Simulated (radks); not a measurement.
These are the eigenvalues of the occupied orbitals of an atom or ion with whole-number occupations (hartree). All-electron calculation, scalar-relativistic Kohn-Sham, PBE, spin-unpolarised, spherical densities, point nucleus. Program: a radial shooting solver on a logarithmic mesh with Libxc functionals.

| orbital | eigenvalue |
|---|---|
| 1s | -2740.260 |
| 2s | -617.9792 |
| 2p | -564.1005 |
| 3s | -251.4528 |
| 3p | -235.5137 |

Which element is it, and in what charge state? The configuration may be excited.

Answer. Z = 74, tungsten, charge +61: W61+ in [Ne] 3s2 3p1. The list shows which subshells hold electrons but not how many an open one holds; the 1s level, -2740.3 hartree, gives Z - s = 74.0 by -(Z - s)^2/2, which with screening and relativity narrows Z to a few neighbours, and the depths of the outer levels then fix element, charge and occupations together.
